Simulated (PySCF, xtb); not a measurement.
C₃H₁₃NSi₂, SMILES C[C@@H](N[SiH2]C)[SiH3].

xtb 6.7.1 with GFN2-xTB at its own geometry gives an orbital gap of 4.92 eV and a dipole moment of 1.17 D.

Coordinates come from a B3LYP-D3(BJ)/def2-SVP optimisation. The structure was generated by enumeration; whether it is a known compound was not checked. The values are those of a single conformer.

### Question
What does PBE/def2-TZVP (PySCF) give? (Estimate from the structure and the level; the computed values follow.)

### Answer
gap 4.95 eV (levels -5.39 and -0.44 eV), dipole 1.71 D.
